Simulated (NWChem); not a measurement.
# BH₃S; SMILES BS

Computed with NWChem. Pople sets run with spherical d functions. All runs use the structure optimised with PBE0/def2-SVP. Level: PBE0/6-31+G*; rows give the wavelength of the field.

```csv
field,isotropic polarisability (bohr³),anisotropy (bohr³)
static,32.5,19.7
1065 nm,32.9,20.1
589 nm,33.8,21.1
```
